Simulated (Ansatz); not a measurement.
Reaction (redistribution): `F[SiH](Cl)[SiH2][SiH3]` + `CC(F)[SiH2]N` → `N[SiH2][SiH2][SiH3]` + `C[C@H](F)[Si@H](F)Cl`

Calculated with Ansatz (gas phase, PBE0-D4/def2-TZVP geometries, no zero-point term in ΔE). CBS: MP2 limit from def2 TZ/QZ plus the TZ coupled-cluster correction, frozen cores. DFT in def2-TZVPP. B3LYP here is the variant with VWN-RPA as its local correlation; programs differ in this. Each species was taken in one conformer, which may not be the lowest.

```json
{"level": "PBE-D4", "ΔE (kcal/mol)": "-1.1", "difference from CCSD(T)/CBS": "-0.2"}
{"level": "r2SCAN-D4", "ΔE (kcal/mol)": "-1.4", "difference from CCSD(T)/CBS": "-0.5"}
{"level": "PBE0-D4", "ΔE (kcal/mol)": "-1.3", "difference from CCSD(T)/CBS": "-0.4"}
{"level": "B3LYP-D4", "ΔE (kcal/mol)": "-0.8", "difference from CCSD(T)/CBS": "0.1"}
{"level": "ωB97X-V", "ΔE (kcal/mol)": "-1.1", "difference from CCSD(T)/CBS": "-0.2"}
{"level": "ωB97M-V", "ΔE (kcal/mol)": "-1.1", "difference from CCSD(T)/CBS": "-0.2"}
{"level": "B2PLYP", "ΔE (kcal/mol)": "-1.0", "difference from CCSD(T)/CBS": "-0.1"}
{"level": "PBE", "ΔE (kcal/mol)": "-1.1", "difference from CCSD(T)/CBS": "-0.2"}
{"level": "r2SCAN", "ΔE (kcal/mol)": "-1.4", "difference from CCSD(T)/CBS": "-0.5"}
{"level": "PBE0", "ΔE (kcal/mol)": "-1.3", "difference from CCSD(T)/CBS": "-0.4"}
{"level": "B3LYP", "ΔE (kcal/mol)": "-0.7", "difference from CCSD(T)/CBS": "0.2"}
{"level": "HF/def2-TZVPP", "ΔE (kcal/mol)": "-0.9", "difference from CCSD(T)/CBS": "0.0"}
{"level": "MP2/def2-TZVPP", "ΔE (kcal/mol)": "-1.4", "difference from CCSD(T)/CBS": "-0.5"}
{"level": "SCS-MP2/def2-TZVPP", "ΔE (kcal/mol)": "-1.2", "difference from CCSD(T)/CBS": "-0.3"}
{"level": "CCSD/def2-TZVPP", "ΔE (kcal/mol)": "-1.4", "difference from CCSD(T)/CBS": "-0.5"}
{"level": "CCSD(T)/def2-TZVPP", "ΔE (kcal/mol)": "-1.5", "difference from CCSD(T)/CBS": "-0.6"}
{"level": "HF/def2-QZVPP", "ΔE (kcal/mol)": "-0.7", "difference from CCSD(T)/CBS": "0.2"}
{"level": "MP2/def2-QZVPP", "ΔE (kcal/mol)": "-1.0", "difference from CCSD(T)/CBS": "-0.1"}
{"level": "SCS-MP2/def2-QZVPP", "ΔE (kcal/mol)": "-0.9", "difference from CCSD(T)/CBS": "0.0"}
{"level": "HF/CBS(def2)", "ΔE (kcal/mol)": "-0.7", "difference from CCSD(T)/CBS": "0.2"}
{"level": "MP2/CBS(def2)", "ΔE (kcal/mol)": "-0.9", "difference from CCSD(T)/CBS": "0.0"}
{"level": "CCSD/CBS(def2)", "ΔE (kcal/mol)": "-0.9", "difference from CCSD(T)/CBS": "0.0"}
{"level": "CCSD(T)/CBS", "ΔE (kcal/mol)": "-0.9", "difference from CCSD(T)/CBS": "0"}
```

Largest T1 diagnostic among the species: 0.012.
